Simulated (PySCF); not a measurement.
Compound: C₄H₉ClOSi₂.
Numbering: `[CH3:1]/[CH:2]=[C:3]1\[SiH2:4][O:5][Si@@:6]1([CH3:7])[Cl:8]`

Geometry (GFN2-xTB, Å), atoms numbered from 1 in this order:
```xyz
17
C4H9ClOSi2 angstrom
C      2.7298   -0.5132   -0.5736
C      1.2622   -0.7466   -0.7049
C      0.3331    0.0964   -0.2796
Si     0.2997    1.7949    0.5733
O     -1.3611    1.6696    0.4865
Si    -1.5633    0.1960   -0.2609
C     -2.5805   -0.9875    0.8031
Cl    -2.4375    0.4854   -2.0493
H      3.1900   -1.3233   -0.0081
H      3.1951   -0.4947   -1.5591
H      2.9218    0.4314   -0.0703
H      0.9860   -1.6789   -1.1874
H      0.7194    2.9423   -0.2153
H      0.6771    1.8233    1.9785
H     -2.0909   -1.1850    1.7504
H     -2.7292   -1.9337    0.2944
H     -3.5587   -0.5643    1.0124
```

Definitions: NICS(0) = −σiso at the ring centroid; NICS(1) = −σiso and NICS(1)zz = −σzz at ±1 Å along the ring normal z. Level: GIAO PBE0/pcSseg-1 (PySCF, non-relativistic, gas phase) on the GFN2-xTB geometry, one conformer.

Ring bond lengths (Å), with Mayer bond orders in brackets: C3–Si4 1.901 (0.91), Si4–O5 1.668 (0.93), O5–Si6 1.665 (0.97), Si6–C3 1.899 (0.85).

Give the NICS values of each ring in ppm.

| ring | type | NICS(0) | NICS(1), two faces | NICS(1)zz, two faces | rms pucker (Å) | centre to ring atoms, mean (Å) |
| --- | --- | --- | --- | --- | --- | --- |
| C3–Si4–O5–Si6 | 4-membered ring with O and 2 Si; formal bonds all single | -2.7 | -1.8 / -2.1 | 1.1 / -0.1 | 0.00 | 1.26 |

What can be read from them?

- C3–Si4–O5–Si6: mean NICS(1)zz 0.5 ppm, near zero. Si4, Si6 have four or more neighbours; no verdict on aromaticity is drawn.

What is the mean of the two in-plane components of NICS at the first NICS(1) probe listed for ring C3–Si4–O5–Si6, 1 Å off the ring?

The isotropic value is a third of the trace: (3 × -1.8 − (1.1))/2 = -3.2 ppm.

List the ring angles and the Hirshfeld charges of the ring atoms.

- C3–Si4–O5–Si6: C3 86.1° (-0.206 e), Si4 85.8° (+0.389 e), O5 102.2° (-0.339 e), Si6 86.0° (+0.420 e); sum 360.0° against 360° for a flat convex ring.

What are the shieldings of the ring atoms and their hydrogens in the same run (means over atoms taken as equivalent)?

```tsv
atoms	environment	σ isotropic (ppm)
C3	fully substituted alkene carbon	27.2
Si4	oxygen-bound silicon	364.9
O5	siloxane oxygen	238.5
Si6	chlorine-bound silicon	333.4
H13	Si–H hydrogen	26.03
H14	Si–H hydrogen	26.11
```
